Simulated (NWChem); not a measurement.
# Correlation energy of H3Ga

```xyz
4

Ga     0.0000     0.0000     0.0000
H      0.0000     0.0000     1.5807
H      1.3689     0.0000    -0.7903
H     -1.3689     0.0000    -0.7903
```
Charge 0, spin multiplicity 1.

The numbers come from NWChem runs, not from measurements. All single points use one geometry, from PBE/def2-SVP, a minimum by its harmonic frequencies.

Basis set: def2-SVP. Each correlation energy counts from its own Hartree-Fock reference.

The Hamiltonian is non-relativistic. The correlated methods keep 9 core orbitals frozen. The structure started from a generated list of species. No row is a measurement; the coupled-cluster row has its own basis-set and correlation limits.

```
method        correlation energy (mHa)
------------  ------------------------
MP2                                  ?
SCS-MP2                         -218.1
CR-CCSD[T]                      -240.6
CR-CCSD(T)                           ?
CCSD                            -234.1
CCSD+T(CCSD)                    -242.0
CCSD(T)                         -240.6
```

### Question
What belongs in the gaps?

### Answer

- MP2, correlation energy (mHa): -225.5
- CR-CCSD(T), correlation energy (mHa): -239.5
